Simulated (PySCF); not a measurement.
**KGa⁺: from constants to spectrum**

UHF-CCSD(T) constants of KGa⁺, ²Σ⁺ (doublet), unpaired electrons σ ↑ (PySCF, no relativity, basis sets K def2-SVP, Ga def2-SVP; masses 38.9637 and 68.9256 u):

```
ωe            : 72.8 cm⁻¹
ωexe          : 0.278 cm⁻¹
Be            : 0.042377 cm⁻¹
αe            : 0.000241 cm⁻¹
De to K⁺ + Ga : 0.486 eV
```

Question: What force constant and bond length do these constants imply?

Answer: Reduced mass μred = 24.892 u; k = 5.8918×10⁻⁷·μred·ωe² (u, cm⁻¹, mdyn/Å) = 0.0777 mdyn/Å; Re = √(16.8576/(μred·Be)) (u, cm⁻¹, Å) = 3.998 Å.

Question: Estimate the centrifugal constant D from the Kratzer relation and find the Dunham coefficient a1.

Answer: D = 4Be³/ωe² = 5.74e-08 cm⁻¹; a1 = −1 − αeωe/(6Be²) = -2.63.

Correlated steps freeze 14 core orbitals. Correlated levels converge slowly with the basis: in double zeta they bind strong bonds too weakly, by up to about 1 eV, and carry superposition errors of some tenths. Spin–orbit coupling is left out. For an ion De counts to the pair picked by the measured ionisation energies or electron affinities, which need not be the lowest pair at this level. The state is the lowest determinant that a PBE0 search found; another state may lie lower at other levels.
